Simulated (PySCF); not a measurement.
Question: Give a PBE0-D3(BJ)/def2-SVP geometry of InChI=1S/CH8Ge2O/c2-1-4-3/h1H2,2-3H3.

Answer: 
Z-matrix in Å and degrees, rows numbered from 1:
```
Ge
C   1  1.9779
O   2  1.4056  1  111.49
Ge  3  1.7859  2  121.05  1    95.46
H   1  1.5434  2  110.48  3  -178.59
H   1  1.5413  2  109.55  3   -58.56
H   1  1.5384  2  109.59  3    60.82
H   2  1.1084  1  109.34  3   125.74
H   2  1.1038  1  108.08  3  -119.17
H   4  1.5433  3  108.12  2    54.35
H   4  1.5422  3  109.98  2   -65.66
H   4  1.5316  3  104.46  2   174.31
```

Ge4 (germanium bonded to O and 3 H) is distorted tetrahedral (angles from 104.5° to 112.5°). Ge1 (germanium bonded to C and 3 H) is tetrahedral (angles from 108.9° to 110.5°).

Method used: PBE0-D3(BJ)/def2-SVP geometry optimisation, gas phase (PySCF).

Point group: C1 (no symmetry element, even within 0.4 Å). No frequency check. One conformer, not necessarily the lowest (Ge1–C2–O3–Ge4 95°).

On Arm Neoverse V2, one thread, no GPU, shared host with 32 logical CPUs at a one-minute load of 31, this took 2.2 min of wall time and 0.55 GiB of memory at its peak. These figures are those of the optimisation.
